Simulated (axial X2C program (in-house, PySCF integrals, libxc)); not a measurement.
**Levels of TaN⁻ by electron attachment to TaN (EOM-EA-CCSD)**

Calculated with an in-house all-electron X2C program for linear molecules (integrals from PySCF): two-component X2C with atomic mean-field Coulomb and Gaunt terms, Gaussian nuclei, basis Ta dyall-acv3z, N dyall-av3z with contracted cores.

R = 1.606 Å (0.960 times 1.673 Å, the PBE0 minimum at charge 0 for the lowest determinant).

Levels of TaN⁻ obtained by attaching an electron to TaN:

```tsv
Ω	binding energy (eV)	above lowest (cm⁻¹)	attached spinor	one-particle weight
3/2	0.991	0	93% Ta dδ	0.89
5/2	0.606	3107	93% Ta dδ	0.89
1/2	0.366	5039	68% Ta pπ, 17% Ta dπ, 13% N pπ	0.93
3/2	0.168	6639	73% Ta pπ, 14% Ta dπ, 12% N pπ	0.94
1/2	-0.197	9581	58% Ta pσ, 34% Ta sσ	0.99
1/2	-0.445	11580	95% Ta pπ	0.99
3/2	-0.490	11944	94% Ta pπ	0.98
1/2	-0.502	12043	54% Ta sσ, 43% Ta pσ	0.99
1/2	-1.000	16058	47% Ta pσ, 35% Ta dσ, 9% Ta sσ	0.98
```

Take the first Ω = 1/2 and Ω = 3/2 rows of π character: how far apart are they, and which lies lower?

E(3/2) − E(1/2) = 6639 − 5039 = 1600 cm⁻¹ at EOM-EA-CCSD: regular, Ω = 1/2 lower. Splittings at this level can be off by ten to twenty per cent.

Negative binding energies belong to unbound states, resonances or levels that the basis set holds; within some tenths of an eV of zero the sign is not settled.

This point took 32 s on 1 thread of Arm Neoverse V1, with other jobs on the host.

Reference electrons by ω block (each with its −ω partner): 1/2: 24, 3/2: 11, 5/2: 4, 7/2: 1. 18 electrons of TaN correlated (inner shells frozen), 84 natural virtual spinors (a truncated set); levels can be off by some tenths of an eV. Roots sought by Ω: (1/2: 5, 3/2: 4, 5/2: 2, 7/2: 1); rows need 60 % one-particle weight and stop where some Ω has no more roots. Missing are any skipped roots, higher Ω and states of a further excitation; these come out far too high here and may in truth be low or lowest. T1 of the reference 0.026 (Lee–Taylor). Number of frozen shells: Ta 4 s, 3 p, 2 d, 1 f; N 1 s. Large amplitudes in the reference (orbital relaxation or multireference character) lower the reliability.
